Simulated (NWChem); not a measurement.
ZnO; SMILES [O]=[Zn]

Results from NWChem. All runs use the structure optimised with PBE0/def2-SVP.

Q: Taking B3LYP/def2-QZVP as the yardstick, which of these has the fewest basis functions while keeping “highest occupied level (eV)” within 0.1 eV of it: B3LYP/def2-TZVPD; B3LYP/def2-SVPD; B3LYP/def2-TZVPP; B3LYP/def2-SVP; B3LYP/STO-3G; B3LYP/def2-TZVP?

A: B3LYP/def2-SVPD.
```
level             basis functions  highest occupied level (eV)
----------------  ---------------  ---------------------------
B3LYP/STO-3G                   23                        -2.42
B3LYP/def2-SVP                 45                        -6.19
B3LYP/def2-SVPD                57                        -6.92
B3LYP/def2-TZVP                79                        -6.95
B3LYP/def2-TZVPD               91                        -7.00
B3LYP/def2-TZVPP               95                        -6.95
B3LYP/def2-QZVP               141                        -6.98
```

The yardstick is one finite set, not the basis-set limit.
